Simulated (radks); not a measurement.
Question: Neutral cadmium, 48 electrons, occupied as [Kr] 4d10 5s2 (the NIST ground configuration). Method: scalar-relativistic Kohn-Sham, LDA (Slater exchange, VWN5 correlation), spin-unpolarised, spherical densities, point nucleus; hard spherical wall at 12 bohr; computed with a radial shooting solver on a logarithmic mesh with Libxc functionals. Some entries of the table are withheld. Estimate them.

orbital,occ.,eigenvalue (eV),<r^2> (bohr^2),<1/r> (bohr^-1)
1s,2,-26493.42,(1),50.59
2s,2,-3934.174,0.02047,11.51
2p,6,-3532.369,(2),11.11
3s,2,-732.7472,0.1474,4.056
3p,6,-600.9351,(3),3.866
3d,10,(4),0.1335,3.641
4s,2,-105.8479,0.8751,1.577
4p,6,(5),1.057,1.420
4d,10,-11.9013,2.044,1.053
5s,2,-5.9537,9.502,0.4482
5p,0,-1.3006,20.52,0.3022
6s,0,(6),52.29,0.1825
4f,0,3.7431,63.20,0.1363

Answer: 
(1) 1s <r^2> (bohr^2): 0.001252
(2) 2p <r^2> (bohr^2): 0.01612
(3) 3p <r^2> (bohr^2): 0.1484
(4) 3d eigenvalue (eV): -393.9990
(5) 4p eigenvalue (eV): -66.9921
(6) 6s eigenvalue (eV): 0.8224
